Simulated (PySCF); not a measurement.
H$_{3}$OSi (SMILES [OH+]=[SiH2]), charge +1, singlet, geometry from GFN2-xTB; PBE/def2-SVP, TDA (PySCF).

Input for PySCF:
```python
from pyscf import gto, scf, dft, tdscf

mol = gto.M(
    atom='''
O     0.97264939   -0.27713669   -0.01643512
Si   -0.52883907    0.12937371    0.00770076
H     1.90827304   -0.05090401   -0.00367736
H    -0.93990819    1.51859726    0.08838634
H    -1.34581301   -1.06183170   -0.06103870
''',
    basis='def2-svp',
    charge=1,
    verbose=4,
)

mf = dft.RKS(mol)
mf.xc = 'pbe'
mf.kernel()
td = mf.TDA()
td.nstates = 5
td.kernel()
td.analyze()
```

The log (banner, timings and long lists left out):

```
PySCF version 2.14.0

[INPUT] verbose = 4
[INPUT] num. atoms = 5
[INPUT] num. electrons = 24
[INPUT] charge = 1
[INPUT] spin (= nelec alpha-beta = 2S) = 0
[INPUT] symmetry False subgroup None
[INPUT] Mole.unit = angstrom
[INPUT] Symbol           X                Y                Z      unit          X                Y                Z       unit  Magmom
[INPUT]  1 O      0.972649390000  -0.277136690000  -0.016435120000 AA    1.838040962325  -0.523712443168  -0.031057875624 Bohr   0.0
[INPUT]  2 Si    -0.528839070000   0.129373710000   0.007700760000 AA   -0.999361006270   0.244480879619   0.014552327351 Bohr   0.0
[INPUT]  3 H      1.908273040000  -0.050904010000  -0.003677360000 AA    3.606113416491  -0.096194637542  -0.006949203261 Bohr   0.0
[INPUT]  4 H     -0.939908190000   1.518597260000   0.088386340000 AA   -1.776169061336   2.869732914915   0.167025975753 Bohr   0.0
[INPUT]  5 H     -1.345813010000  -1.061831700000  -0.061038700000 AA   -2.543218003777  -2.006571103381  -0.115346425999 Bohr   0.0

nuclear repulsion = 59.6163333003922
number of shells = 23
number of NR pGTOs = 81
number of NR cGTOs = 47
basis = def2-svp
ecp = {}

******** <class 'pyscf.dft.rks.RKS'> ********
method = RKS
initial guess = minao
damping factor = 0
level_shift factor = 0
DIIS = <class 'pyscf.scf.diis.CDIIS'>
diis_start_cycle = 1
diis_space = 8
diis_damp = 0
SCF conv_tol = 1e-09
SCF conv_tol_grad = None
SCF max_cycles = 50
direct_scf = True
direct_scf_tol = 1e-13
XC library pyscf.dft.libxc version 7.1.2
    S. Lehtola, C. Steigemann, M. J. T. Oliveira, and M. A. L. Marques,  SoftwareX 7, 1–5 (2018)
XC functionals = pbe
    J. P. Perdew, K. Burke, and M. Ernzerhof,  Phys. Rev. Lett. 77, 3865 (1996)
    J. P. Perdew, K. Burke, and M. Ernzerhof,  Phys. Rev. Lett. 78, 1396 (1997)
    J. P. Perdew, K. Burke, and M. Ernzerhof,  Phys. Rev. Lett. 77, 3865 (1996)
    J. P. Perdew, K. Burke, and M. Ernzerhof,  Phys. Rev. Lett. 78, 1396 (1997)
radial grids:
    Treutler-Ahlrichs [JCP 102, 346 (1995); DOI:10.1063/1.469408] (M4) radial grids

becke partition: Becke, JCP 88, 2547 (1988); DOI:10.1063/1.454033
pruning grids: <function nwchem_prune>
grids dens level: 3
symmetrized grids: False
atomic radii adjust function: <function treutler_atomic_radii_adjust>
small_rho_cutoff = 0
Set gradient conv threshold to 3.16228e-05
Initial guess from minao.
tot grids = 62688
init E= -366.207397902875
  HOMO = -0.361065565480433  LUMO = -0.128701043546858  gap/eV = 6.32296
cycle= 1 E= -365.715010254929  delta_E= 0.492  |g|= 0.768  |ddm|= 2.13
  HOMO = -0.388616626853196  LUMO = -0.304962107944234  gap/eV = 2.27636
cycle= 2 E= -364.540540178287  delta_E= 1.17  |g|=  2.3  |ddm|= 2.24
  HOMO = -0.550263707774264  LUMO = -0.356013832012708  gap/eV = 5.28581
cycle= 3 E= -365.828670517625  delta_E= -1.29  |g|= 0.136  |ddm|= 1.92
  HOMO = -0.540585946410937  LUMO = -0.353259804361574  gap/eV = 5.09740
cycle= 4 E= -365.835064458896  delta_E= -0.00639  |g|= 0.043  |ddm|= 0.249
  HOMO = -0.542332001237489  LUMO = -0.356087304216947  gap/eV = 5.06798
cycle= 5 E= -365.835631484356  delta_E= -0.000567  |g|= 0.00789  |ddm|= 0.0553
  HOMO = -0.542413930801359  LUMO = -0.355304148070766  gap/eV = 5.09152
cycle= 6 E= -365.835649948119  delta_E= -1.85e-05  |g|= 0.00198  |ddm|= 0.01
  HOMO = -0.542675579378658  LUMO = -0.355525172316891  gap/eV = 5.09262
cycle= 7 E= -365.835650791649  delta_E= -8.44e-07  |g|= 0.000268  |ddm|= 0.00199
  HOMO = -0.542682621288885  LUMO = -0.355518635599858  gap/eV = 5.09299
cycle= 8 E= -365.835650806597  delta_E= -1.49e-08  |g|= 3.66e-05  |ddm|= 0.000211
  HOMO = -0.542680752478657  LUMO = -0.355514519449819  gap/eV = 5.09305
cycle= 9 E= -365.835650807036  delta_E= -4.4e-10  |g|= 8.35e-06  |ddm|= 4.51e-05
  HOMO = -0.54268271142434  LUMO = -0.355514727429689  gap/eV = 5.09310
Extra cycle  E= -365.835650806986  delta_E= 5.01e-11  |g|= 1.77e-05  |ddm|= 2.26e-05
converged SCF energy = -365.835650806986

******** <class 'pyscf.tdscf.rks.TDA'> for <class 'pyscf.dft.rks.RKS'> ********
nstates = 5 singlet
deg_eia_thresh = 1.000e-03
wfnsym = None
conv_tol = 1e-05
eigh lindep = 1e-12
eigh level_shift = 0
eigh max_cycle = 100

Excitation energies (eV)
[5.25474668 7.26750194 7.67980293 8.58232624 8.78580642]

** Singlet excitation energies and oscillator strengths **
Excited State   1:      5.25475 eV    235.95 nm  f=0.0002
      12 -> 13        0.70666
Excited State   2:      7.26750 eV    170.60 nm  f=0.0007
      10 -> 13       -0.70611
Excited State   3:      7.67980 eV    161.44 nm  f=0.0724
      11 -> 13        0.63662
      12 -> 14       -0.21174
      12 -> 15       -0.11009
Excited State   4:      8.58233 eV    144.46 nm  f=0.0320
      11 -> 13       -0.19868
      12 -> 14       -0.43608
      12 -> 15       -0.50316
Excited State   5:      8.78581 eV    141.12 nm  f=0.0834
      10 -> 14        0.19246
      10 -> 15       -0.18159
      12 -> 14        0.45740
      12 -> 15       -0.45494

** Transition electric dipole moments (AU) **
state          X           Y           Z        Dip. S.      Osc.
  1         0.0000     -0.0020      0.0343      0.0012      0.0002
  2         0.0000     -0.0037      0.0639      0.0041      0.0007
  3        -0.6198     -0.0228     -0.0011      0.3847      0.0724
  4         0.2845     -0.2664     -0.0155      0.1522      0.0320
  5        -0.0512      0.6195      0.0359      0.3877      0.0834

** Transition velocity dipole moments (imaginary part, AU) **
state          X           Y           Z        Dip. S.      Osc.
  1         0.0000     -0.0000      0.0001      0.0000      0.0000
  2         0.0000     -0.0006      0.0097      0.0001      0.0002
  3        -0.0269     -0.0507     -0.0029      0.0033      0.0078
  4         0.0188     -0.0946     -0.0055      0.0093      0.0197
  5         0.0047      0.1274      0.0074      0.0163      0.0337

** Transition magnetic dipole moments (imaginary part, AU) **
state          X           Y           Z
  1         1.0432      0.0188      0.0007
  2         0.6935     -0.4715     -0.0276
  3         0.0001     -0.0166      0.2872
  4         0.0005     -0.0731      1.2609
  5         0.0003     -0.0439      0.7566
```
